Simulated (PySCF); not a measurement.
Molecule: C$_{3}$H$_{3}$F$_{2}$ (charge 0, doublet). It need not be the lowest isomer of its formula. 
Coordinates optimised at B3LYP-D3(BJ)/def2-TZVP (Ansatz):
```
C
C 1 1.3648
F 2 1.3215 1 124.67
F 2 1.3226 3 111.08 1 -180.00
C 1 1.3822 2 124.98 3 0.00
H 5 1.0788 1 120.32 2 180.00
H 5 1.0802 6 118.17 1 -180.00
H 1 1.0827 2 114.65 3 -180.00
```
Charge 0, spin multiplicity 2.

Dispersion corrections to the total energy (kcal/mol) from the dftd3 and dftd4 libraries through PySCF: D3(BJ) without and D4 with the three-body term, each with the damping fitted for the functional named.

| functional | D3(BJ) | D4 |
|---|---|---|
| PW6B95 | -1.29 | -2.45 |
| CAM-B3LYP | -2.08 | [?] |
| TPSSh | [?] | -3.41 |
| HF | -25.68 | -11.17 |
| r2SCAN | -0.76 | -0.68 |
| PBE0 | [?] | -2.30 |
| BLYP | -6.10 | -6.36 |

Problem. What belongs in the gaps?

Solution. 
- CAM-B3LYP, D4: -2.28
- TPSSh, D3(BJ): -3.24
- PBE0, D3(BJ): -2.42
